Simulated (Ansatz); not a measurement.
`COCN[SiH3]` + `[OH][GaH2]` → `[SiH3][O][GaH2]` + `COCN`  (ligand exchange at the Si–N bond)

Program: Ansatz. Geometries: PBE0-D4/def2-TZVP. ΔE: electronic, gas phase. CBS: MP2 limit from def2 TZ/QZ plus the TZ coupled-cluster correction, frozen cores. This one scheme is used for every species. DFT in def2-TZVPP. B3LYP here is the variant with VWN-RPA as its local correlation; programs differ in this. For Ga outer-core shells are correlated without core-valence functions, which leaves a few kJ/mol of doubt a bond. Scalar relativity is left out up to krypton. Each species was taken in one conformer, which may not be the lowest.

CCSD(T)/CBS gives -55.6 kJ/mol.

Q: Another level gave -55.7 kJ/mol. Which?
A. HF/def2-TZVPP
B. PBE-D4/def2-TZVPP
C. ωB97X-V/def2-TZVPP
D. B3LYP/def2-TZVPP

A: C. ωB97X-V -55.7, PBE-D4 -48.1, HF/def2-TZVPP -74.4, B3LYP -60.3 kJ/mol.

Largest T1 diagnostic among the species: 0.015.

The D4 term adds +3.9 kJ/mol with B3LYP and +2.3 kJ/mol with PBE0; it sums over pairs of atoms, weighted by their polarisabilities, and B3LYP, whose exchange is more repulsive, gets the larger term. From PBE to PBE0 (25 % exact exchange), in def2-TZVPP and without D4, ΔE moves by −4.3 kJ/mol. In def2-TZVPP, CCSD(T) changes the Hartree–Fock value by +17.2 kJ/mol (the triples alone add +2.4 kJ/mol) and MP2 by +18.3 kJ/mol.

CCSD(T)/CBS has its own doubt, a few kJ/mol and more with outer-core shells, so smaller differences from it don't rank the levels.
